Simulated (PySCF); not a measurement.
Correlation energy of Ru (ruthenium, neutral)

[Kr] 4d6 5s1 6s1, high-spin 7D determinant (an excited configuration). All numbers are calculated (PySCF 2.14, the spin-free X2C one-electron Hamiltonian (Gaussian nucleus), in aug-cc-pVTZ-DK). Frozen: [Kr]; 8 electrons correlated.

MP2 pair energies summed by pair of shells (mhartree):

```csv
pair,energy,share (%)
4d-4d,-105.42,76.7
4d-5s,-27.55,20.0
4d-6s,-2.58,1.9
5s-6s,-1.87,1.4
```

Total MP2 correlation energy: -137.42 mhartree.

Same-spin part -84.37 and opposite-spin part -53.05 mhartree; SCS-MP2 scales them by 1/3 and 6/5 to -91.78 mhartree.
